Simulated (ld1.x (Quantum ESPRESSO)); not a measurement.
**u(r) = r·R(r): atom against pseudo-atom (bismuth)**

Columns: radius, all-electron u(r) and pseudo u(r) of the 5d shell (level -30.99 eV) of bismuth in the configuration [Xe] 4f14 5d10 6s2 6p3; LDA (PZ), non-relativistic, PAW scheme, ld1.x (Quantum ESPRESSO) 7.5.

```tsv
r (bohr)	all-electron	pseudo
0.143	0.2408	0.0105
0.285	-0.4921	0.0770
0.428	-0.3302	0.2286
0.570	0.2240	0.4488
0.713	0.6883	0.6900
0.855	0.9438	0.8862
0.998	1.0287	0.9930
1.140	1.0044	0.9977
1.283	0.9214	0.9242
1.425	0.8144	0.8152
1.568	0.7016	0.7016
1.710	0.5950	0.5950
1.853	0.4981	0.4981
1.995	0.4141	0.4141
2.138	0.3416	0.3416
2.280	0.2809	0.2809
2.423	0.2299	0.2299
2.565	0.1878	0.1878
2.708	0.1529	0.1529
2.850	0.1245	0.1245
2.992	0.1012	0.1012
3.135	0.0820	0.0820
3.278	0.0665	0.0665
3.420	0.0539	0.0539
3.563	0.0436	0.0436
3.705	0.0353	0.0353
```

(1) How many radial nodes do the two functions have?

(2) At about which radius was the pseudo-wave matched?

(3) Where does each function peak?

(4) Is the pseudo-wave norm-conserving?

Results:

(1) The all-electron 5d function has n − l − 1 = 2; the pseudo-wave has 0, since the states of the same l below it are removed with the core.

(2) 1.55 bohr, where the columns begin to agree (steps of 0.14 bohr).

(3) Outermost all-electron maximum near 1.00 bohr, pseudo maximum near 1.14 bohr (to the table’s step).

(4) No, it belongs to a PAW set: the norm inside the radius is not constrained, and the difference is carried by the augmentation charge.
